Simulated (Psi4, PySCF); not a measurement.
Cl$_{2}$CrO$_{2}$ (SMILES [O]=[Cr](=[O])([Cl])[Cl]), singlet, geometry from GFN2-xTB (such geometries of metal compounds can be far from the true shape), atoms displaced at random by about 0.08 Å a coordinate. Base run: B3LYP/STO-3G, gradient in PySCF.

Here is a job for PySCF.
```python
from pyscf import gto, scf, dft

mol = gto.M(
    atom='''
Cr    0.192347   -0.115839    0.078018
O     1.442983   -0.562136   -0.776001
O     0.752579    0.360388    1.572828
Cl   -0.319548    1.647323   -0.531152
Cl   -1.289800   -1.431939    0.043660
''',
    basis='sto-3g',
    charge=0,
    spin=0,
    verbose=4,
)

mf = dft.RKS(mol)
mf.xc = 'b3lyp'
mf.kernel()
g = mf.nuc_grad_method()
grad = g.kernel()
```

Programs used: Psi4, PySCF; a row that names a program was run with it.

The coordinate followed is z of atom 4.

Each row names what was changed in the base input (with any setting that the change needs).

```
change                                                  dE/dx (Eh/bohr)  net force (Eh/bohr)
------------------------------------------------------  ---------------  -------------------
base                                                           0.046570             0.000267
grid_response = on                                             0.046612             0.000000
conv_tol = 1e-6                                                0.046570             0.000267
finite difference step (bohr) = 1e-3; conv_tol = 1e-11         0.046612                    -
finite difference step (bohr) = 0.2; conv_tol = 1e-11          0.046358                    -
grids.level = 1; grid_response = off                           0.045657             0.002149
finite difference step (bohr) = 0.05; conv_tol = 1e-11         0.046595                    -
conv_tol = 1e-11                                               0.046570             0.000267
code = psi4                                                    0.046622             0.000456
grids.level = 5; grid_response = off                           0.046609             0.000021
grids.level = 0; grid_response = on                            0.046398             0.000000
grids.level = 1; grid_response = on                            0.046390             0.000000
```

The net force is zero for an exact gradient.
